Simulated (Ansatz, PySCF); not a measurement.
C₂H₆F₂O₂Sn, SMILES CC[O][Sn]([OH])([F])[F].

Geometry optimised at PBE0-D3(BJ)/def2-SVP. The def2 effective core potentials stand for the cores of Sn; spin–orbit coupling is left out. One conformer was computed; it need not be the lowest.

Vertical ionisation energy (IE) and electron affinity (EA) in eV. Rows of orbital energies are one-electron estimates. Where ΔSCF, EOM or ADC give a negative EA the extra electron is unbound and the value depends on the basis.

```csv
level,IE,EA
"−ε(HOMO), −ε(LUMO), r2SCAN/def2-TZVP (PySCF)",7.38,3.35
"ΔSCF, PBE0/def2-SVPD (Ansatz), final states of multiplicity 2 and 2",…,…
```

Task: What belongs in the gaps? (Estimate from the structure and the level; the computed values follow.)

Result: 
- ΔSCF, PBE0/def2-SVPD (Ansatz, a first-principles code), final states of multiplicity 2 and 2, IE: 10.82
- ΔSCF, PBE0/def2-SVPD (Ansatz), final states of multiplicity 2 and 2, EA: 0.92

Task: What vertical singlet–triplet gap does ΔSCF give with PBE0/def2-SVPD (Ansatz)? (Estimate from the structure and the level; the computed values follow.)

Result: 4.57 eV (triplet above singlet where positive).
